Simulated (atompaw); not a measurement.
How hard is this Re PAW (atompaw) potential?

- Element: rhenium
- Generator: atompaw 4.2.0.5
- Type: PAW
- Functional: PBEsol
- Relativity: scalar-relativistic
- Frozen core: [Kr] 4d10 4f14
- Valence charge: 15
- Reference configuration: 5s2 5p6 5d5.5 6s1.5 6p0
- Partial waves: 5s (bound); 6s (bound); 5p (bound); 6p (bound, empty); 5d (bound); 5d channel at 1.2 Ry
- Local potential: bessel scheme, radius 1.75 bohr
- Core correction: smooth core density matched at 1.90 bohr
- Augmentation charge: besselshape compensation charge, radius 2.45 bohr; PAW radius 2.70 bohr; waves and projectors: bloechl

The pseudo-atom Hamiltonian at the reference potential is diagonalised in spherical Bessel functions j_l(qr) that vanish at 20 bohr, with q² up to the cutoff. All-electron valence levels (Ry): 5s -6.1863, 6s -0.4149, 5p -3.3798, 6p -0.0843, 5d -0.3443.

Problem. How do the lowest levels (Ry) of each channel move with the cutoff, and are there ghosts?

Solution.

```
cutoff (Ry)     s #1     s #2     p #1     p #2     d #1    f #1  Σ f·Δε (mRy)
          8  -5.9440  -0.3545  -3.0255  -0.0432  -0.1782  0.1111        3613.8
         10  -6.0697  -0.3832  -3.1779  -0.0539  -0.2460  0.1111        2032.3
         15  -6.1668  -0.4097  -3.3464  -0.0754  -0.3201  0.1111         379.9
         18  -6.1823  -0.4141  -3.3666  -0.0802  -0.3384  0.1111         120.3
         25  -6.1859  -0.4149  -3.3789  -0.0840  -0.3438  0.1111           8.4
         30  -6.1862  -0.4149  -3.3796  -0.0842  -0.3442  0.1111           1.3
         40  -6.1863  -0.4149  -3.3798  -0.0843  -0.3443  0.1111           0.1
         45  -6.1863  -0.4149  -3.3798  -0.0843  -0.3443  0.1111           0.1
        400  -6.1863  -0.4149  -3.3798  -0.0843  -0.3443  0.1111           0.0
```

Result: no extra level below or beside the all-electron valence levels (s, p, d, f tested); 10 mRy is reached at 25 Ry and 1 mRy at 35 Ry.
